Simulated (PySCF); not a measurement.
From one molecule to another.

First species: C₉H₈NP.
SMILES: `C#CP(C=C)c1cccnc1`

Second species: C₅H₁₄P₂.
Numbering: `[CH3:1][CH:2]([CH3:3])[PH:4][CH2:5][CH2:6][PH2:7]` (hydrogens: H8, H9, H10 on C1; H11 on C2; H12, H13, H14 on C3; H15 on P4; H16, H17 on C5; H18, H19 on C6; H20, H21 on P7)

Levels: PBE0/pcSseg-1 for dipole moment, HOMO energy, LUMO energy and HOMO–LUMO gap; GFN2-xTB for rotational constant A and rotational constant C. Geometries: GFN2-xTB. All species are isolated and taken at one optimised geometry, non-relativistic unless stated. Electronic properties by PySCF.

The conformers computed, where there is a choice (atom-mapped SMILES and torsion angles):
- `[CH:1]#[C:2][P:3]([CH:4]=[CH2:5])[c:6]1[cH:7][cH:8][cH:9][n:10][cH:11]1`: C2–P3–C4–C5 -134°, C2–P3–C6–C7 6°
- `[CH3:1][CH:2]([CH3:3])[PH:4][CH2:5][CH2:6][PH2:7]`: C1–C2–P4–C5 -170°, C2–P4–C5–C6 -165°, P4–C5–C6–P7 -26°, H–P7–C6–C5 -70°, H–P7–C6–C5 -163°

```
             property   column X   column Y
        dipole moment     2.00 D     2.67 D
          HOMO energy   -6.02 eV   -6.91 eV
          LUMO energy    0.21 eV   -1.07 eV
        HOMO–LUMO gap    6.23 eV    5.84 eV
rotational constant A  3.713 GHz  1.588 GHz
rotational constant C  0.754 GHz  0.604 GHz
```

Problem. Which column belongs to which species?

Solution. Column X is the second species and column Y the first. The first has 19 atoms and 84 electrons, the second 21 and 74.

Problem. How does each property change from the first species to the second?

Solution. dipole moment -0.67 D; HOMO energy +0.89 eV; LUMO energy +1.28 eV; HOMO–LUMO gap +0.39 eV; rotational constant A +2.125 GHz; rotational constant C +0.150 GHz.

On the first: A dipole of 2.67 D is allowed in C1, and pure rotational transitions are dipole-allowed. The dipole equals about 8.9 × 10⁻³⁰ C·m (1 D = 3.33564 × 10⁻³⁰ C·m).

On the second: The dipole equals about 6.7 × 10⁻³⁰ C·m (1 D = 3.33564 × 10⁻³⁰ C·m).
